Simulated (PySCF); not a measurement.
How good is the calculation?

Mapped SMILES: `[F:1][c:2]1[cH:3][cH:4][c:5]([Br:6])[cH:7][cH:8]1`; H(Xn) means a hydrogen on atom n.

The experiment to reproduce: δ 19F F1 -115.8 ppm (measured; G. Saielli, R. Bini, A. Bagno, Computational 19F NMR. 2. Organic compounds, RSC Adv. 2014, ESI (exp. from Berger-Braun-Kalinowski 1994 and Everett 1995)). Coupling constants: 1J(C2,F1) 246.7 Hz, 2J(C3,F1) 23.7 Hz, 3J(C4,F1) 8.0 Hz, 4J(C5,F1) 3.3 Hz.

- coordinates at the PBE0-D3(BJ)/def2-SVP level
- σ from GIAO-PBE0/pcSseg-1
- J: B3LYP/pcJ-1 (pcSseg-1 on Br) (spin–dipole term only in couplings to heteroatoms)
- code: PySCF
- no relativistic terms, one computed conformer, no solvent, equivalent nuclei averaged

Question: How close does the calculation come?

Answer: 
Reference values: measured (G. Saielli, R. Bini, A. Bagno, Computational 19F NMR. 2. Organic compounds, RSC Adv. 2014, ESI (exp. from Berger-Braun-Kalinowski 1994 and Everett 1995)).
```
atoms        quantity  reference  computed  computed, scaled
   F1  δ 19F vs CFCl3     -115.8    -113.3            -112.7
```

Computed shifts are σ(ref) − σ with the named reference compound (TMS for H and C) calculated as an isolated molecule at the same level. The measured values may be among those fitted. Shieldings were converted by a linear fit to measured shifts: 19F (scatter 6.9 ppm rms, 7.8 ppm with the 5 outliers that the fit left out vs CFCl3, solution or neat liquid, with a term for F on sp3 carbon). A few per cent of atoms miss by over 2 rms, more outside the fitted compound classes.

Coupling constants in Hz (some tables give magnitudes without signs):
| coupling | reference | computed | source |
| --- | --- | --- | --- |
| 1J(C2,F1) | 246.7 | -316.5 | measured; liquid or solution; F. J. Weigert, PhD thesis, Caltech 1968 (Carbon-13 magnetic resonance spectroscopy) |
| 2J(C3,F1) | 23.7 | 20.3 | measured; liquid or solution; F. J. Weigert, PhD thesis, Caltech 1968 (Carbon-13 magnetic resonance spectroscopy) |
| 3J(C4,F1) | 8.0 | 5.0 | measured; liquid or solution; F. J. Weigert, PhD thesis, Caltech 1968 (Carbon-13 magnetic resonance spectroscopy) |
| 4J(C5,F1) | 3.3 | 6.8 | measured; liquid or solution; F. J. Weigert, PhD thesis, Caltech 1968 (Carbon-13 magnetic resonance spectroscopy) |

Relativistic effects, spin–orbit coupling among them, are left out; they matter for Br and for the light atoms bonded to it.
